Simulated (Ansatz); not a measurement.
`[CH3][Al]([F])[SH]` + HCl → `[F][Al]([SH])[Cl]` + CH₄ at 500 K and 1 bar (ligand exchange at the Al–C bond).

Calculated with Ansatz (gas phase, PBE0-D4/def2-TZVP geometries, no zero-point term in ΔE). CCSD(T)/CBS is the MP2 limit (def2-TZVPP, def2-QZVPP) plus CCSD(T) − MP2 in def2-TZVPP, frozen cores. This one scheme is used for every species. One conformer a species, not always the lowest.

```tsv
species	CCSD(T)/CBS energy (Eh)	H − E (kJ/mol)	S (J/(mol·K))
`[CH3][Al]([F])[SH]`	-780.18144	167.7	403.4
HCl	-460.38127	32.5	201.9
`[F][Al]([SH])[Cl]`	-1200.16071	71.4	371.1
CH₄	-40.46206	135.6	206.8
```

H − E and S are ideal-gas, rigid-rotor, harmonic terms from PBE0-D4/def2-TZVP, for one conformer and one mirror image of each species. 1 Eh = 2625.50 kJ/mol, R = 8.31446 J/(mol·K).

Question: By hand: ΔE, ΔH, ΔS and ΔG.

Answer: ΔE = (-1200.16071) + (-40.46206) − (-780.18144) − (-460.38127) = -0.06006 Eh = -157.7 kJ/mol. Δ(H − E) = 71.4 + 135.6 − 167.7 − 32.5 = 6.8, so ΔH = -150.9 kJ/mol. ΔS = 371.1 + 206.8 − 403.4 − 201.9 = -27.4 J/(mol·K). ΔG = -150.9 − 500 × (-27.4)/1000 = -137.2 kJ/mol.

Question: By hand: the equilibrium constant, and the temperature at which ΔG would vanish if ΔH and ΔS stayed fixed.

Answer: log₁₀ K = −ΔG/(RT ln 10) = 14.3. ΔG = 0 at ΔH/ΔS = 5507 K, far beyond where these terms or the molecules hold.

ΔH outweighs TΔS. A doubt of 5 kJ/mol in ΔE shifts log₁₀ K by 0.5 here. Other conformers and mirror images would add mixing entropy, several J/(mol·K) or more a flexible species. Modes under 60 cm⁻¹, often nearly free rotors, make the harmonic entropy too high. These are equilibria of isolated gas molecules and say nothing of rates. Largest T1 diagnostic: 0.011 (customary marks: 0.02 for closed shells, 0.045 for open ones).
